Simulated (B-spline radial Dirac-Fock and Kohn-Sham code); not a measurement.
Core and valence levels of Co⁴⁺

System: Co⁴⁺, [Ar] 3d5; nuclear rms radius 3.7875 fm (A = 59).

The run's input, task.json:

```json
{"items": [{
  "Z": 27,
  "q": 4,
  "cfg": [[1, 0, 2], [2, 0, 2], [2, 1, 6], [3, 0, 2], [3, 1, 6], [3, 2, 5]],
  "A": 59,
  "rrms": 3.7875,
  "do": ["binding"]
}]}
```

Run with: `python xray_run.py task.json out`

Method: Dirac-Fock ΔSCF + Breit + QED. Computed with a radial finite-basis atomic code. Electron correlation is not included. Energies are counted from the vacuum level.

All terms are in eV, carry their sign (relaxation lowers the binding energy) and add up to the binding energy; ⟨r⟩ is the mean radius of the orbital in the initial state.

```
subshell  −ε (Koopmans)  relaxation  Breit    QED  binding energy  ⟨r⟩ (bohr)
       K         7843.6      -39.11  -8.78  -4.09          7791.6       0.056
      L1         1029.9      -15.93  -0.59  -0.41          1013.0       0.254
      L2          897.4      -17.63  -1.02   0.06           878.8       0.222
      L3          882.3      -17.39  -0.65   0.02           864.3       0.225
      M1          186.5       -2.96  -0.07  -0.06           183.4       0.759
      M2          143.5       -2.83  -0.11   0.01           140.6       0.787
      M3          141.5       -2.75  -0.06   0.00           138.7       0.795
    M4,5          77.81       -2.40   0.01   0.00           75.43       0.873
```

For the deepest level, K (1s), the Breit terms make up -0.113 % of the binding energy, QED -0.052 % and orbital relaxation -0.502 %.

Spin-orbit splittings: 2p 14.48 eV, 3p 1.95 eV.

Going to the tabulated ground configuration of the next ion removes an electron from M4,5 (3d), computed at 75.43 eV. NIST lists 79.5 ± 0.2 eV as the ionisation energy of this species (semi-empirical), +4.07 eV from the computed value. Where a p, d or f shell is open in either ion the computed value averages over both j values and all terms, while the table refers to the lowest levels; that difference holds spin-orbit splitting (largest in heavy or highly charged ions), term energies where several electrons share open shells, and correlation, and it can reach 10 % or more.
